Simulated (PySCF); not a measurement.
**Spinor energies of Si⁺ (silicon, charge +1)**

Start: [Ne] 3s2 3p1; 3p1/2 filled at m_j = +1/2. Calculated with PySCF 2.14 in x2c-TZVPPall-2c (5s6p3d1f, 45 functions): generalised Hartree-Fock with the X2C-1e Hamiltonian and a Gaussian nucleus; one run each with spin-orbit coupling (SO) switched off, then screened by Boettger's factors.

| spinor shell | electrons | ε, spin-free (eV) | ε, screened SO (eV) | weight of nominal j (screened SO) | rms radius, screened SO (bohr) |
| --- | --- | --- | --- | --- | --- |
| 1s1/2 | 2 | -1886.7 | -1886.7 | 1.000 | 0.129 |
| 2s1/2 | 2 | -177.87 | -177.85 | 1.000 | 0.612 |
| 2p1/2 | 2 | -125.34 | -126.01 | 0.982 | 0.597 |
| 2p3/2 | 4 | -125.34 | -124.99 | 0.991 | 0.600 |
| 3s1/2 | 2 | -22.956 | -22.950 | 0.994 | 2.25 |
| 3p1/2 | 1 | -16.300 | -16.324 | 0.924 | 2.66 |

| quantity | spin-free | screened SO |
| --- | --- | --- |
| E (hartree) | -289.17553 | -289.17663 |
| M_J | 1/2 | 1/2 |
| ⟨J²⟩ | 1.054 | 1.003 |
| ⟨L²⟩ | 2.070 | 2.070 |
| ⟨S²⟩ | 0.773 | 0.773 |

Each row is a mean over spinors that exchange with the open shell spreads, by up to 0.738 eV (2p1/2).

⟨J²⟩ departs a little from M_J(M_J + 1) because the unrestricted spinors polarise the closed shells.

Without spin-orbit coupling the j labels of p, d and f shells carry no meaning; the spin-free column gives the mean over the occupied spinors of each nl shell, and its ⟨J²⟩ belongs to a mixture of degenerate components.
